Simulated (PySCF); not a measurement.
PySCF input file for ZrOCl, SMILES [O]=[Zr][Cl] (connectivity only; charge and spin as stated), neutral, multiplicity 2, B3LYP-D3(BJ)/def2-TZVP. The structure is a stationary point at B3LYP-D3(BJ)/def2-TZVP. The spin state was assumed, not searched. The def2 effective core potentials stand for the cores of Zr; spin–orbit coupling is left out.

```python
import numpy as np
from pyscf import gto, scf, dft, df
from pyscf.hessian import thermo

mol = gto.M(
    atom='''
    Zr    0.31997097   -0.48694901    0.00000000
    O    -1.13449566   -1.43335259    0.00000000
    Cl   -0.21899255    1.82028124    0.00000000
    ''',
    basis='def2-TZVP',
    ecp={'Zr': 'def2-tzvp'},
    charge=0,
    spin=1,
    max_memory=1600,
    verbose=3,
)
mf = dft.UKS(mol, xc='b3lyp').density_fit(auxbasis='def2-universal-jkfit')
mf.disp = 'd3bj'
mf.grids.level = 3
mf.conv_tol = 1e-11
mf.max_cycle = 100
mf.kernel()
fine, coarse = mf.grids, dft.Grids(mol).set(level=1).build(with_non0tab=True)
for _ in range(3):  # follow internal instabilities
    mf.grids = coarse
    mo, _, stable, _ = mf.stability(return_status=True, nroots=4)
    mf.grids = fine
    if stable:
        break
    mf.kernel(mf.make_rdm1(mo, mf.mo_occ))

# analytic Hessian; the response equations are solved on a coarser grid
h, args, fine = mf.Hessian(), (mf.mo_energy, mf.mo_coeff, mf.mo_occ), mf.grids
h.max_memory = max(150, 2.5e-5 * df.make_auxmol(mol, mf.with_df.auxbasis).nao * mol.nelec[0] * (mol.nelec[0] + mol.nao))  # MB; small integral blocks
h1ao = h.make_h1(mf.mo_coeff, mf.mo_occ)
mf.grids = dft.Grids(mol).set(level=1).build(with_non0tab=True)
mo1, mo_e1 = h.solve_mo1(*args, h1ao)
mf.grids = fine
hess = h.hess_elec(*args, mo1, mo_e1, h1ao) + h.hess_nuc()
if mf.do_disp():
    hess += h.get_dispersion()
for i in range(mol.natm):  # the analytic DFT Hessian lacks the response of the grid: restore translational invariance
    hess[i, i] -= hess[i].sum(axis=0)
hess = (hess + hess.transpose(1, 0, 3, 2)) / 2
vib = thermo.harmonic_analysis(mol, hess, imaginary_freq=False)
thermo.dump_normal_mode(mol, vib)
th = thermo.thermo(mf, vib['freq_au'][vib['freq_au'] > 0], 298.15, 101325)
thermo.dump_thermo(mol, th)
g0 = mf.nuc_grad_method().set(verbose=0).kernel()

# dipole derivatives [dipole axis, atom, xyz] from the same response
r, irp = mol.intor('int1e_r'), mol.intor('int1e_irp').reshape(3, 3, mol.nao, mol.nao)
sl, dm0, ok = mol.aoslice_by_atom(), np.array(mf.make_rdm1()), []
dmu = np.einsum('a,xt->xat', mol.atom_charges(), np.eye(3))
for a, (_, _, p0, p1) in enumerate(sl):
    dmu[:, a] += 2 * np.einsum('xtij,ij->xt', irp[:, :, :, p0:p1], dm0.reshape(-1, mol.nao, mol.nao).sum(0)[:, p0:p1])
    for u, c, occ, f in zip(mo1, mf.mo_coeff, mf.mo_occ, (2, 2)):
        dmu[:, a] -= f * np.einsum('tui,xuv,vi->xt', u[a], r, c[:, occ > 0], optimize=True)
L = vib['norm_mode']
ir = 974.8801 * (np.einsum('xat,kat->kx', dmu, L) ** 2).sum(1)       # km/mol
apt = np.einsum('xax->a', dmu) / 3
print('mode   freq/cm-1   IR/(km/mol)')
for k, w in enumerate(vib['freq_wavenumber']):
    print(f'{k + 1:4d} {w:11.2f} {ir[k]:13.3f}')
print('max |gradient| / (hartree/bohr):', abs(g0).max())
print('APT charges:', apt.round(4))
```

Log of the run:

```

WARN: HOMO -0.446624205413249 >= LUMO -0.446624205413254

converged SCF energy = -582.644656359228  <S^2> = 0.75203225  2S+1 = 2.0020312
<class 'pyscf.df.df_jk.DFUKS'> wavefunction is stable in the internal stability analysis

WARN: DFTD3 does not support analytical Hessian, using finite difference


WARN: Mole.unit (angstrom) is changed to Bohr

Mode                                 0                   1                   2
Irrep
Freq [cm^-1]                      175.4483            383.0899            966.8694
Reduced mass [au]                  20.6700             42.9380             18.2528
Force const [Dyne/A]                0.3749              3.7127             10.0535
Char temp [K]                     252.4311            551.1811           1391.1099
Normal mode                   x     y     z       x     y     z       x     y     z
       0  Zr                 0.04 -0.01  0.00    0.02 -0.05  0.00    0.03  0.02 -0.00
       1   O                -0.09  0.18 -0.00   -0.02  0.01  0.00   -0.20 -0.12  0.00
       2  Cl                -0.06 -0.05 -0.00   -0.04  0.13 -0.00   -0.00  0.00  0.00
temperature 298.1500 [K]
pressure 101325.00 [Pa]
Rotational constants [GHz] 16.03356 2.93923 2.48389
Symmetry number 1
Zero-point energy (ZPE) 0.00348 [Eh]   9123.964 [J/mol]
                           tot       elec      trans        rot        vib
Entropy [J/mol/K]       297.425      5.763    170.612    106.363     14.686
Cv [J/mol/K]             40.817      0.000     12.472     12.472     15.873
Cp [J/mol/K]             49.131      0.000     20.786     12.472     15.873
Internal energy [J/mol]                      3718.434   3718.434  11666.116
Internal energy [Eh]   -582.63738  -582.64466
Enthalpy [J/mol]                             6197.391   3718.434  11666.116
Enthalpy [Eh]          -582.63644
Gibbs free energy [J/mol]                  -44670.675 -27993.606   7287.380
Gibbs free energy [Eh] -582.67021
mode   freq/cm-1   IR/(km/mol)
   1      175.45         7.240
   2      383.09        74.420
   3      966.87       204.832
max |gradient| / (hartree/bohr): 0.00014324488375520286
APT charges: [ 1.4825 -0.8759 -0.6066]
```

Self-consistency was reached.

Cost: very roughly 110 core-seconds.
